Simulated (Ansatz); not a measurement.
La7⁺, relaxed as a singlet with RKS PBE-D4/def2-SVP in Ansatz, starting from the GFN1-xTB geometry. Force threshold 0.02 eV/Å.

In the def2 sets La takes a core potential; there is no spin–orbit coupling. The restricted singlet is unstable towards broken spin symmetry at other levels; at PBE-D4/def2-SVP this wasn't settled. At PBE-D4/def2-SVP a triplet of charge 1 lies 0.37 eV below the restricted singlet, each at its own geometry. The structure comes from a short search, and lower isomers may exist.

Start:

```tsv
atom	x (Å)	y (Å)	z (Å)
La1	2.895	-0.736	0.885
La2	-2.802	-2.966	-0.253
La3	-0.825	2.918	-0.718
La4	2.430	1.566	-2.093
La5	0.627	-3.645	0.804
La6	1.271	2.345	2.383
La7	-3.596	0.519	-1.006
```

```
         step  energy (eV)  largest force component (eV/Å)  SCF passes
            1   -6005.3204                           0.649         172
            2   -6006.0699                           0.751         133
            3   -6006.8619                           0.772          55
            4   -6007.3739                           0.388          53
            5   -6007.5550                           0.134          62
            6   -6007.6248                           0.318          67
            7   -6007.8013                           0.357          68
            8   -6008.0832                           0.576          68
            9   -6008.4083                           0.551          62
           10   -6008.7972                           0.577          58
           11   -6009.2080                           0.680          57
           14   -6010.4436                           0.320          57
           17   -6010.6491                           0.121          51
           20   -6010.7986                           0.158          64
           23   -6010.8864                           0.086          51
           26   -6011.1729                           0.259          61
           29   -6011.4709                           0.096          62
           32   -6011.4854                           0.038          46
           35   -6011.5133                           0.072          55
           38   -6011.5461                           0.054          55
           41   -6011.5862                           0.087          55
           44   -6011.6016                           0.075          54
           47   -6011.6063                           0.038          56
50 (rejected)   -6011.6141                           0.301          68
           53   -6011.6681                           0.035          48
           55   -6011.6691                           0.005          50
```

Force components are those of the run's own axes.

End:

```xyz
7

La    1.969   -0.342    1.183
La   -1.333   -1.698    0.849
La    0.886    2.783   -0.737
La    0.367   -0.429   -1.935
La    1.399   -3.277   -0.467
La   -0.850    1.550    2.164
La   -2.439    1.414   -1.057
```

Bonds formed: La1–La2, La1–La3, La2–La4, La2–La6, La4–La5, La4–La7, La6–La7 (atoms count from 1).

The force fell under the threshold at step 46, but the optimiser went on and released 0.065 eV more. No frequencies were taken in this run, so the end may be a saddle point.

Hardware: 4 threads of Intel Xeon Platinum 8259CL on a shared host. Wall time 9.8 min.
